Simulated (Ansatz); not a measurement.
Basis-set extrapolation for CH4AlFOS (`C[O][Al]([F])[SH]`) (PBE0-D4/def2-TZVP geometry, frozen core, the Gaussian-basis code of Ansatz). Multiplicity 1, RHF reference.

|  | def2-TZVPP | def2-QZVPP |
| --- | --- | --- |
| HF | -854.241044 | -854.270418 |
| MP2 correlation | -0.908868 | -0.986011 |
| CCSD(T) correlation | -0.976612 | not run |

Energies in hartree. Use E(X) = E(∞) + A·exp(−7.88·√X) for Hartree–Fock and E(X) = E(∞) + B·X^(−2.97) for correlation, with X = 3 and 4, and add CCSD(T) minus MP2 of the smaller set to the MP2 limit.

What is the CCSD(T) energy at the basis-set limit?

HF limit: -854.270418 + (-0.029374) × 0.13774 = -854.27446. MP2 limit: -0.986011 + (-0.077143) × 0.74074 = -1.04315. Higher-order term: -0.976612 − (-0.908868) = -0.06774. Total: -855.38535 hartree, 4.56 eV below CCSD(T)/def2-TZVPP.
